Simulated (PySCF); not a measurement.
**Electron correlation in Tb (terbium, neutral)**

[Xe] 4f9 6s1 6p1, one real determinant (an excited configuration). Computed with PySCF 2.14 in cc-pVDZ-X2C, with scalar relativity by spin-free X2C-1e. Frozen: [Kr] 4d10; 19 electrons correlated.

```
  level  correlation energy (mhartree)
   CCSD                        -560.02
    (T)                         -21.63
CCSD(T)                        -581.65
```

Diagnostics: T1 = 0.020, D1 = 0.0744, largest double amplitude 0.049.

The real determinant used has ⟨L²⟩ near 26 against 42 for a pure I term, so it mixes terms. Spin-orbit coupling, absent here, splits the open shell strongly.

Cost of the coupled-cluster step: about 60 core-seconds, for 19 correlated electrons.

The basis was made for the ground configuration and has no added diffuse functions, which can raise the energy of the promoted electron.

The reference is one real determinant that mixes LS terms of this configuration.
